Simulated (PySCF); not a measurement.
**Ionisation energy of Tm²⁹⁺ by level of theory**

Tm²⁹⁺ [Kr] 4d4 [4d3/2^4, M_J = 0] → Tm³⁰⁺ [Kr] 4d3 [4d3/2^3, M_J = 3/2], as a difference of total energies. Computed with PySCF 2.14 in an even-tempered Gaussian basis (17 s from 2.6 bohr⁻², ratio 2.8; 14 p from 3.4 bohr⁻², ratio 2.8; 9 d from 3.4 bohr⁻², ratio 2.8; 3 f from 13 bohr⁻², ratio 3), with the two-component X2C-1e Hamiltonian. Correlated levels: [Ar] 3d10 frozen; the 92 highest virtual spinors dropped. "Screened" scales the spin-orbit matrix elements by Boettger's factors to mimic the two-electron term; Breit and QED terms are absent.

```json
{"method": "GHF (spin-free)", "ionisation energy (eV)": "1105.3"}
{"method": "GMP2 (spin-free)", "ionisation energy (eV)": "1105.5"}
{"method": "GHF (screened spin-orbit)", "ionisation energy (eV)": "1109.2"}
{"method": "GMP2 (screened spin-orbit)", "ionisation energy (eV)": "1109.9"}
```

Breit and QED terms and the two-electron picture change are absent.

The spin-free rows relax to the high-spin LS determinant and lack the spin-orbit shift.

The labels give the starting determinants; with spin-orbit coupling the two ends relaxed to ⟨J²⟩ = 0.00, ⟨L²⟩ = 2.46, ⟨S²⟩ = 2.46 and ⟨J²⟩ = 3.86, ⟨L²⟩ = 8.34, ⟨S²⟩ = 2.26.

For comparison: 1110 ± 4 eV (theoretical estimate listed by NIST; NIST Atomic Spectra Database, ionization energies).
